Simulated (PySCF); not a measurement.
Isomers of C8H12Si. Level of theory: PySCF 2.14.0, PBE0-D3(BJ)/def2-SVP geometry optimisation, gas phase. One conformer each; no zero-point energy, no entropy. No frequencies were run at this level. Point groups hold within 0.08 Å.

Question: Order them by energy at this level, lowest first, and give relative energies in kJ/mol.
A. `[SiH3:1][CH2:2][C:3]1=[CH:4][CH:5]=[CH:6][C:7]12[CH2:8][CH2:9]2` with Si1–C2–C3–C4 79°
B. SiHMe2Ph (`C[SiH](C)C1=CC=CC=C1`)
C. `[CH2:1]=[CH:2][Si:3]([CH:4]=[CH2:5])([CH:6]=[CH2:7])[CH:8]=[CH2:9]` with C1–C2–Si3–C4 134°, C2–Si3–C4–C5 -142°, C2–Si3–C6–C7 -132°, C2–Si3–C8–C9 -130°

Answer: B (0.0), A (222.9), C (320.6).

```json
{"SMILES": "[H][Si](C)(C)c1ccccc1", "E (Eh)": "-600.79930", "E rel (kJ/mol)": "0.0", "dipole (D)": "0.57", "point group": "near Cs", "A, B, C (MHz)": "2759, 798.9, 765.8"}
{"SMILES": "[SiH3]CC1=CC=CC12CC2", "E (Eh)": "-600.71441", "E rel (kJ/mol)": "222.9", "dipole (D)": "1.25", "point group": "C1", "A, B, C (MHz)": "2117, 1082, 831.4"}
{"SMILES": "C=C[Si](C=C)(C=C)C=C", "E (Eh)": "-600.67721", "E rel (kJ/mol)": "320.6", "dipole (D)": "0.23", "point group": "C1", "A, B, C (MHz)": "1361, 1041, 1033"}
```
